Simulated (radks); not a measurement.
Values are calculated unless marked as measured or tabulated.
Species: Co V. Configuration: [Ar] 3d5 (the NIST ground configuration). Code: a radial shooting solver on a logarithmic mesh with Libxc functionals. Model: scalar-relativistic Kohn-Sham, r2SCAN, spin-polarised, spherical densities, finite nucleus; open shells are filled with parallel spins first; meta-GGA in the generalised Kohn-Sham scheme; Fermi nuclear charge, rms radius 3.7875 fm.

Normalised radial functions P(r) = r R(r), r in bohr:

```
   r/bohr * 3s down (the largest magnitude, 1.28, reaches the edge; | marks zero)
 0.003362                             | *
 0.003791                             | *
 0.004274                             |  *
 0.004781                             |  *
  0.00539                             |  *
 0.006078                             |   *
 0.006853                             |   *
 0.007726                             |   *
 0.008711                             |    *
 0.009744                             |    *
  0.01099                             |     *
  0.01239                             |     *
  0.01397                             |      *
  0.01575                             |      *
  0.01761                             |      *
  0.01986                             |       *
  0.02239                             |       *
  0.02525                             |       *
  0.02846                             |       *
  0.03184                             |       *
   0.0359                             |       *
  0.04047                             |      *
  0.04563                             |     *
  0.05145                             |    *
  0.05755                             |   *
  0.06489                             | *
  0.07316                             *
  0.08249                           * |
    0.093                        *    |
   0.1049                      *      |
   0.1173                   *         |
   0.1322                 *           |
   0.1491                *            |
   0.1681               *             |
   0.1895               *             |
    0.212                *            |
    0.239                   *         |
   0.2695                       *     |
   0.3039                            *|
   0.3426                             |   *
   0.3832                             |         *
   0.4321                             |               *
   0.4872                             |                    *
   0.5493                             |                        *
   0.6193                             |                          *
   0.6927                             |                          *
    0.781                             |                         *
   0.8806                             |                      *
   0.9929                             |                  *
    1.119                             |              *
    1.262                             |          *
    1.412                             |       *
    1.592                             |    *
    1.795                             |  *
    2.024                             | *
    2.282                             |*
    2.552                             *
    2.877                             *
    3.244                             *
```

3s down: eigenvalue -160.76 eV, 2 radial nodes at r = 0.0731, 0.313 bohr, <r> = 0.764 bohr, 90 % of the charge inside 1.14 bohr.
